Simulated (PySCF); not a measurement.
## Electron correlation in Er⁵²⁺ (erbium, charge +52)

[Ne] 3s2 3p4, high-spin 3P determinant. Calculation: PySCF 2.14, in an even-tempered Gaussian basis (16 s from 12 bohr⁻², ratio 2.5; 10 p from 15 bohr⁻², ratio 2.5; 4 d from 64 bohr⁻², ratio 2.7; 4 f from 97 bohr⁻², ratio 2.7); the non-relativistic Hamiltonian (point nucleus). Frozen: 1s2; 14 electrons correlated; the 17 highest virtual orbitals of each spin left out.

MP2 pair energies summed by pair of shells (mhartree):

```
 pair   energy  share (%)
2p-2p  -187.70       33.4
3s-3p   -86.96       15.5
2p-3p   -85.52       15.2
3p-3p   -76.06       13.5
2s-2p   -53.35        9.5
2p-3s   -29.30        5.2
2s-3p   -16.64        3.0
2s-2s   -10.34        1.8
3s-3s    -8.58        1.5
2s-3s    -6.90        1.2
```

Total MP2 correlation energy: -561.36 mhartree.

At this charge a non-relativistic calculation is a model, useful for the Z dependence of the correlation energy.

Spin-orbit coupling is strong in this species, so the high-spin LS determinant is a model state.
